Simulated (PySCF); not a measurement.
# How methods differ on the ionisation energy of C²⁺

C²⁺ [He] 2s2 (1S) → C³⁺ [He] 2s1 (2S), as a difference of total energies. All numbers are calculated (PySCF 2.14, the non-relativistic Hamiltonian (point nucleus), in def2-SVP (3s2p1d, 14 functions)). Correlated levels: valence: 1s2 frozen. The calculations carry no spin-orbit coupling.

```tsv
method	ionisation energy (eV)	error (eV)
UHF	45.453	-2.435
M06-2X	47.077	-0.811
LDA	46.660	-1.228
MP2 (valence)	46.544	-1.344
SCS-MP2 (valence)	46.762	-1.126
CCSD (valence)	47.443	-0.445
```

Reference: 47.888 eV (measured; NIST Atomic Spectra Database, ionization energies).

Errors of the correlated levels include the incompleteness of this basis and the frozen core.

With two correlated electrons CCSD is exact in that space.

The coupled-cluster amplitudes are large for C²⁺ (T1 above 0.03 or a double amplitude above 0.15), so a single reference is strained.
